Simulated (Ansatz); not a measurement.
```yaml
crystal:
  periodic: [false, false, false]
  atoms:
    - {symbol: O, position_ang: [-1.090808, 1.281287, -0.215435]}
    - {symbol: Hf, position_ang: [0.271504, 0.067470, 0.294751]}
    - {symbol: O, position_ang: [0.141596, -1.543394, -0.694473]}
    - {symbol: Cl, position_ang: [0.030895, -0.425729, 2.584779]}
    - {symbol: Br, position_ang: [2.513450, 1.121045, -0.147886]}
    - {symbol: H, position_ang: [-1.819274, 1.785566, -0.563078]}
    - {symbol: H, position_ang: [-0.047363, -2.286256, -1.258658]}
basis:
  gaussian: {orbitals: def2-TZVP}
magnetization: {spin_polarized: true, initial_magnetization: 2}
hamiltonian: {xc: {name: CCSD(T)}}
accuracy: high
```

```sh
$ ansatz run in.yaml --threads 4 --pin off --events-out ev --progress --plain --max-ram 10444MiB
```

It prints (some lines left out):

```
Error: YAML parse error: error: line 14 column 19: hamiltonian.xc: no functional is named "CCSD(T)"; the names, which are not case-sensitive, are SVWN5, SPW92, PBE, PBE0, PBEsol, revPBE, revPBE0, RPBE, rPW86-PBE, HSE06, wPBEh, LC-wPBE, HISS, HF, BLYP, B3LYP, B3LYP5, BHLYP, CAM-B3LYP, r2SCAN, r2SCANh, r2SCAN0, r2SCAN50, m-r2SCAN, B97, wB97, wB97X, wB97X-V, B97M-V, wB97M-V, B2PLYP, B2GP-PLYP, PBE0-DH, PBE-QIDH
12 |   gaussian: {orbitals: def2-TZVP}
13 | magnetization: {spin_polarized: true, initial_magnetization: 2}
14 | hamiltonian: {xc: {name: CCSD(T)}}
15 | accuracy: high
```

What is wrong with this run?

The method's name isn't one that the program takes here. The input was rejected before any iteration.

HSE06 is defined as in plane-wave codes.
